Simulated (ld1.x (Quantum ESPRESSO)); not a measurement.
## Before and after: ultrasoft potential for antimony

- Element: Sb (Z = 51)
- Generator: ld1.x (Quantum ESPRESSO) 7.5
- Type: ultrasoft
- Functional: PBEsol
- Relativity: scalar-relativistic
- Frozen core: [Kr]
- Valence charge: 15
- Reference configuration: 4d10 5s2 5p3
- Partial waves: 5s (bound): rcut 1.35, rcutus 1.90 bohr; 5s channel at -0.35 Ry: rcut 1.35, rcutus 1.90 bohr; 5p (bound): rcut 2.25, rcutus 2.50 bohr; 5p channel at 0.1 Ry: rcut 2.25, rcutus 2.50 bohr; 4d (bound): rcut 0.95, rcutus 1.00 bohr; 4d channel at -1.65 Ry: rcut 0.95, rcutus 1.00 bohr
- Local potential: all-electron potential smoothed inside 1.80 bohr (lloc = -1)
- Core correction: none
- Augmentation charge: built from norm-conserving waves at rcut, not smoothed further

All-electron outer shells of the reference configuration (PBEsol, scalar-relativistic, ld1.x):

| shell | level (eV) | outermost node (bohr) | outermost maximum (bohr) |
| --- | --- | --- | --- |
| 4s | -148.62 | 0.39 | 0.73 |
| 4p | -101.63 | 0.39 | 0.76 |
| 4d | -33.45 | 0.38 | 0.84 |
| 5s | -12.88 | 0.95 | 1.90 |
| 5p | -4.84 | 1.04 | 2.35 |

Change: augmentation PSQ, inside the norm-conserving radii.

Cutoffs: the cutoffs (Ry, on a coarse ladder) from which the occupation-weighted sum of valence levels, in a spherical-Bessel basis at the reference potential, stays within 10 and 1 mRy of its value at 400 Ry; they do not see the model core or the augmentation charge, which bear on the density cutoff. Errors are all-electron minus pseudo energies relative to the spin-unpolarised reference configuration.

Question: Predict the effect on cutoff, ghosts and configuration errors.

Answer: The potential gets neither clearly harder nor softer (120 Ry and 230 Ry → 120 Ry and 230 Ry); of the 7 tests that both files solve, the error grows in 3 and shrinks in 1 by more than 15 % and 0.3 meV (median size 16.6 → 14.5 meV); neither file shows a bound ghost.

```tsv
quantity	base	changed
cutoff, loose	120 Ry	120 Ry
cutoff, tight	230 Ry	230 Ry
bound ghosts	none	none
error for 4d10 5s2 5p2, meV [ΔE 8.34 eV]	-2.8	-3.3
error for 4d10 5s2 5p1, meV [ΔE 24.36 eV]	-10	-15
error for 4d10 5s2 5p0, meV [ΔE 48.80 eV]	-22	-39
error for 4d10 5s1 5p0, meV [ΔE 93.13 eV]	+29	-27
error for 4d10 5s2 5p2.5, meV [ΔE 3.27 eV]	-1.0	-1.0
error for 4d10 5s1 5p4, meV [ΔE 8.14 eV]	+17	-13
error for 4d9 5s2 5p4, meV [ΔE 31.05 eV]	-227	-203
s: phases at 2.72 bohr within 0.05 rad from the reference energy up to (Ry; the scan ends near 5)	0.6	1.1
p: phases at 2.72 bohr within 0.05 rad from the reference energy up to (Ry; the scan ends near 5)	3.7	3.3
d: phases at 2.72 bohr within 0.05 rad from the reference energy up to (Ry; the scan ends near 5)	to the end of the scan	to the end of the scan
lowest overlap eigenvalue by channel	s 0.51, p 0.49, d 0.96	s 0.41, p 0.51, d 0.96
```
